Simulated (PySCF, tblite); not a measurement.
Compound: C3H6F2OSi.
Geometry (GFN2-xTB, Å), atoms numbered from 1 in this order:
```xyz
13
C3H6F2OSi angstrom
F      3.815    0.871   -0.347
C      2.545    0.508   -0.588
C      1.668    0.437    0.401
O      0.392    0.077    0.183
Si    -0.858   -0.078    1.223
C     -2.233   -0.621    0.019
F     -3.410   -0.810    0.716
H      2.352    0.298   -1.627
H      1.956    0.669    1.418
H     -0.587   -1.105    2.229
H     -1.177    1.200    1.860
H     -2.450    0.126   -0.749
H     -2.017   -1.571   -0.478
```

Method: wB97X-D/def2-SVPD in PySCF (dipole) on a GFN2-xTB geometry, gas phase.

Masses are those of the commonest isotopes; rigid-rotor values at the optimised geometry. The values belong to one conformer with, in the numbering `[F:1]/[CH:2]=[CH:3]/[O:4][SiH2:5][CH2:6][F:7]`, C2–C3–O4–Si5 180°, C3–O4–Si5–C6 180°, O4–Si5–C6–F7 180°.

Question: What are A, B and C (MHz)?

Answer: Ia = 44.01, Ib = 773.25, Ic = 808.25 u·Å²; 505379 MHz·u·Å²/I gives A = 11483, B = 653.6, C = 625.3 MHz.

Question: Classify the top.

Answer: A near-prolate asymmetric top: κ = (2 × 653.6 − 11483 − 625.3)/(11483 − 625.3) = -0.99.

Question: Is it planar, by Δ = Ic − Ia − Ib?

Answer: Not planar: Δ = Ic − Ia − Ib = -9.01 u·Å². For a rigid frame Δ = −2 Σ m c², so Σ m c² = 4.51 u·Å² lies off the ab plane, practically all of it from hydrogen. The atom farthest from that plane is 1.21 Å away.

Question: Predict some low-J microwave lines.

Answer: The dipole components are |μa| = 0.08 D, |μb| = 0.23 D, |μc| = 0.00 D; the mirror of this Cs structure is the ab plane, so μc vanishes by symmetry and there are no c-type lines. The squared components, which scale the intensities, stand as 0.12 : 1.00 (a : b). Some lines, for components of 0.1 D or more:

| type | branch | J(Ka,Kc) | MHz | lower level (cm⁻¹) |
| --- | --- | --- | --- | --- |
| b | Q | 1(1,0) ← 1(0,1) | 10857 | 0.043 |
| b | Q | 2(1,1) ← 2(0,2) | 10886 | 0.128 |
| b | R | 1(1,1) ← 0(0,0) | 12108 | 0.000 |
| b | R | 2(1,2) ← 1(0,1) | 13358 | 0.043 |
| b | Q | 2(2,0) ← 2(1,1) | 32487 | 0.491 |
| b | Q | 2(2,1) ← 2(1,2) | 32572 | 0.488 |
| b | R | 2(2,1) ← 1(1,0) | 35073 | 0.405 |
| b | R | 2(2,0) ← 1(1,1) | 35102 | 0.404 |

Its GFN2-xTB frequencies are all real (lowest 42 cm⁻¹). These are rigid-rotor constants of the computed structure; measured ground-state constants (B0) also hold zero-point vibration.
